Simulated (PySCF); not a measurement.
## Radial density of C (carbon, neutral)

UHF, [He] 2s2 2p1 3s1, 3s spin antiparallel (an excited configuration). Calculation: PySCF 2.14, in aug-cc-pVDZ-DK; the spin-free X2C one-electron Hamiltonian (Gaussian nucleus).

```
r (bohr)  4πr²ρ (e/bohr)  4πr²(ρα − ρβ)
 0.00555         0.04763        -0.0001
 0.00933          0.1287        -0.0002
  0.0157          0.3332        -0.0006
  0.0264          0.8263        -0.0014
  0.0444           1.879        -0.0031
  0.0747           3.711        -0.0053
   0.126           5.757        -0.0034
   0.211           6.022         0.0242
   0.355           3.375         0.1287
   0.598           1.390         0.3471
    1.01           2.043         0.5855
    1.69           1.490         0.4480
    2.85          0.3376        -0.0211
    4.79          0.2992        -0.2911
    8.05         0.02028        -0.0202
```

Densities and radii are taken from the X2C orbitals without a picture-change correction, which distorts them close to the nucleus.

The outer electron is Rydberg-like, and this basis confines it to a smaller radius and binds it less than a complete one would. With the s spin flipped the determinant is a mixture of two multiplicities, not a spectroscopic state.
